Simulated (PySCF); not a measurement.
Molecule: `C[Si@@H](O)[SiH2][SiH3]`, CH₁₀OSi₃.

Bonds (- single, = double, # triple, : aromatic): C1-Si2 1.876 Å, Si2-O3 1.680 Å, Si2-Si4 2.346 Å, Si4-Si5 2.346 Å. C1 carries H6, H7, H8; Si2 carries H9; O3 carries H10; Si4 carries H11, H12; Si5 carries H13, H14, H15. Stereochemistry as in C[Si@@H](O)[SiH2][SiH3]. H12 is pro-R; H11 is pro-S.

Geometry PBE0-D3(BJ)/def2-SVP throughout; GIAO in PySCF, gas phase, one conformer, non-relativistic; equivalent atoms averaged; functional PBE0.

Task: How do the absolute shieldings σ depend on the basis set? (a selection of nuclei; ppm; last column core-seconds on shared hosts with different chips, so compare them loosely)

Result: 
```tsv
basis set	functions	Si2	Si4	Si5	O3	H13/H14/H15	H11	H12	H6/H7/H8	H10	core-s
STO-3G	47	517.6	598.6	598.9	414.5	30.97	31.07	31.14	32.57	36.56	2.9
6-31G	77	415.6	523.5	525.7	332.4	29.25	29.54	29.75	32.18	33.12	5.5
6-31G*	102	398.9	493.8	488.6	314.6	28.14	28.41	28.62	31.64	31.57	7.1
def2-SVP	132	407.8	514.1	507.5	319.7	27.67	27.86	28.15	31.08	31.10	9.1
pcSseg-1	156	345.7	464.0	458.0	310.5	27.58	27.81	28.10	30.88	30.72	15
6-311+G(2d,p)	219	338.1	457.5	450.8	297.7	27.56	27.77	27.99	31.07	31.32	19
def2-TZVP	233	327.1	449.1	440.8	298.7	27.55	27.73	27.97	31.07	31.14	22
```

Task: Which nucleus among those listed moves most, in ppm?

Result: Si2 (silicon bonded to C, O, Si, H): from 327.1 ppm with def2-TZVP to 517.6 ppm with STO-3G. The smallest spread is 1.68 ppm, at H6/H7/H8. Proton shifts span only some 12 ppm, so a few tenths of a ppm matter as much there as several ppm in carbon.

Task: Taking the largest basis, def2-TZVP (233 functions), as the yardstick, rank the others by their worst heavy-atom deviation.

Result: 6-311+G(2d,p) 11.0 ppm (219 functions), pcSseg-1 18.6 ppm (156 functions), 6-31G* 71.8 ppm (102 functions), def2-SVP 80.7 ppm (132 functions), 6-31G 88.5 ppm (77 functions), STO-3G 190.5 ppm (47 functions).

A small basis that lands close on one nucleus may do so by chance; judge by the trend and by all nuclei.
